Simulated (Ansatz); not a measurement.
`BC=C=C=C` + H₂ → `C=C=C=C` + BH₃ at 500 K and 1 bar (hydrogenolysis of a C–B bond).

Program: Ansatz. Geometries: PBE0-D4/def2-TZVP. ΔE: electronic, gas phase. CCSD(T)/CBS is the MP2 limit (def2-TZVPP, def2-QZVPP) plus CCSD(T) − MP2 in def2-TZVPP, frozen cores. This one scheme is used for every species.

```
   species  CCSD(T)/CBS energy (Eh)  H − E (kJ/mol)  S (J/(mol·K))
`BC=C=C=C`               -179.89496           230.3          370.7
        H₂                 -1.17544            41.0          145.5
 `C=C=C=C`               -154.50978           190.5          310.8
       BH₃                -26.55200            86.8          208.8
```

H − E and S are ideal-gas, rigid-rotor, harmonic terms from PBE0-D4/def2-TZVP. The MP2-based limit puts H₂ 0.8 mEh under its directly extrapolated value; such offsets cancel only in part. 1 Eh = 2625.50 kJ/mol, R = 8.31446 J/(mol·K).

**Question.** By hand: ΔE, ΔH, ΔS and ΔG.

**Answer.** ΔE = (-154.50978) + (-26.55200) − (-179.89496) − (-1.17544) = 0.00862 Eh = 22.6 kJ/mol. Δ(H − E) = 190.5 + 86.8 − 230.3 − 41.0 = 6.0, so ΔH = 28.6 kJ/mol. ΔS = 310.8 + 208.8 − 370.7 − 145.5 = 3.4 J/(mol·K). ΔG = 28.6 − 500 × (3.4)/1000 = 26.9 kJ/mol.

**Question.** By hand: the equilibrium constant, and the temperature at which ΔG would vanish if ΔH and ΔS stayed fixed.

**Answer.** log₁₀ K = −ΔG/(RT ln 10) = -2.8. ΔG = 0 at ΔH/ΔS = 8412 K, far beyond where these terms or the molecules hold.

The number of gas molecules stays the same, so ΔS is small and ΔH decides. A doubt of 5 kJ/mol in ΔE shifts log₁₀ K by 0.5 here. These are equilibria of isolated gas molecules and say nothing of rates. Largest T1 diagnostic: 0.014 (customary marks: 0.02 for closed shells, 0.045 for open ones).
